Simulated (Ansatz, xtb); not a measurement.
Relative energy of two isomers of C8H4O

Structure I is `C#Cc1ccoc1C#C`, a singlet and structure II is `C#Cc1ccc(C#C)o1`, a singlet. Both are isolated molecules in the gas phase, relaxed with B3LYP/def2-SVP.

Energies in hartree; the thermal terms are from GFN2-xTB frequencies at re-optimised GFN2-xTB minima (ideal gas, soft modes damped towards free rotors, one conformer each, 298.15 K, 1 atm) and include the zero-point energy:

```
                              I           II
E, CCSD(T)/def2-SVP  −380.965551  −380.964999
    E, MP2/def2-SVP  −380.877749  −380.877320
  E, MP2/def2-TZVPP  −381.562274  −381.562145
  zero-point energy     0.085496     0.085504
       H(298 K) − E     0.094677     0.094677
       G(298 K) − E     0.052630     0.053322
```

Correct the CCSD(T) difference for the basis set by the MP2 change, then work out ΔE, ΔE₀, ΔH and ΔG for I → II in kcal/mol (1 Eh = 627.51 kcal/mol) and the equilibrium ratio [II]/[I].

1. Differences II − I: CCSD(T) +0.000552, MP2 in the small set +0.000429, MP2 in the large set +0.000129 Eh.
2. ΔE = +0.000552 + (+0.000129 − (+0.000429)) = +0.000252 Eh = +0.16 kcal/mol.
3. ΔE₀ = ΔE + ΔZPE = +0.000252 + (+0.000008) Eh = +0.16 kcal/mol.
4. ΔH = ΔE + (0.000000) Eh = +0.16 kcal/mol.
5. ΔG = ΔE + (+0.000692) Eh = +0.59 kcal/mol, so ΔS = (ΔH − ΔG)/T = −6.1 J/(mol K).
6. kT = 0.9442 mEh, so K = [II]/[I] = exp(−ΔG/kT) = exp(−1.00) ≈ 0.37.

The two are too close for this level to say which is favoured. An error of 1 kcal/mol in ΔG would change K by a factor of 5.4. Mirror images and further conformers aren't counted.

As drawn, both hold the same kinds of bond in the same numbers.

Other levels gave ΔE = −0.1 (GFN2-xTB); 0.0 (HF/STO-3G, GFN2-xTB geometries); −0.5 (r2SCAN-D4/def2-SVP, GFN2-xTB geometries); −0.7 (B3LYP/def2-SVP); +0.5 (HF/def2-SVP); +0.3 (MP2/def2-SVP); +0.3 (CCSD(T)/def2-SVP) kcal/mol. The correlated steps freeze 9 core orbitals. Programs: Ansatz 0.2.0, xtb 6.7.1.
